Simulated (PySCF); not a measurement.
Screening by computed properties: pick the candidate that meets the target.

Species are written as SMILES; each is one conformer at its optimised geometry, gas phase, non-relativistic unless stated. Electronic properties by PySCF.

Dipoles, sizes and rotational constants follow the conformer. The torsions of the flexible species, by atom-mapped SMILES:
- `[CH3:1][C:2]([CH3:3])([CH3:4])[CH2:5][C:6]#[O+:7]`: C1–C2–C5–C6 -61°
- `[CH2:1]=[CH:2][C:3]1=[CH:4][C:5](=[O:6])[CH2:7]1`: C1–C2–C3–C4 180°
- `[CH3:1][Si@@H:2]([NH:3][SiH3:4])[C:5]([F:6])([F:7])[F:8]`: C1–Si2–N3–Si4 -62°, C1–Si2–C5–F6 -46°
- `[CH2:1]=[CH:2][CH+:3][CH2:4][O:5][CH2:6][CH3:7]`: C1–C2–C3–C4 0°, C2–C3–C4–O5 1°, C3–C4–O5–C6 -179°, C4–O5–C6–C7 -168°
- `[CH3:1][SiH2:2][C:3]([F:4])([F:5])[F:6]`: C1–Si2–C3–F4 -60°

(1) Wanted: lowest singlet excitation above 7 eV (TDDFT PBE0/def2-SVPD) and lowest triplet excitation (Tamm–Dancoff) above 5.5 eV (TDA PBE0/def2-SVPD), at GFN2-xTB geometries. Which candidate meets both?
A. `CC(C)(C)CC#[O+]`
B. `C=CC1=CC(=O)C1`
C. `C=C[CH+]COCC`
D. `FC([SiH2]C)(F)F`
E. `C[Si@@H](N[SiH3])C(F)(F)F`

(2) Wanted: HOMO–LUMO gap between 7 eV and 8 eV (PBE0/def2-SVPD) and static isotropic polarisability above 74 au (PBE0/def2-SVPD), at GFN2-xTB geometries. Which candidate meets both?
A. `CC(C)(C)CC#[O+]`
B. `N([Si@H](C)C(F)(F)F)[SiH3]`
C. `C[SiH2]C(F)(F)F`
D. `C=CC1=CC(=O)C1`

Results:

(1) D. Computed values:
```csv
species,lowest singlet excitation,lowest triplet excitation (Tamm–Dancoff)
C=C[CH+]COCC,2.59 eV,1.94 eV
C=CC1=CC(=O)C1,3.45 eV,2.82 eV
CC(C)(C)CC#[O+],5.57 eV,5.27 eV
C[Si@@H](N[SiH3])C(F)(F)F,6.12 eV,5.79 eV
FC([SiH2]C)(F)F,8.33 eV,7.65 eV
```

(2) B. Computed values:
```csv
species,HOMO–LUMO gap,static isotropic polarisability
C=CC1=CC(=O)C1,5.00 eV,78.2 au
CC(C)(C)CC#[O+],6.84 eV,69.3 au
N([Si@H](C)C(F)(F)F)[SiH3],7.50 eV,86.0 au
C[SiH2]C(F)(F)F,9.44 eV,54.8 au
```
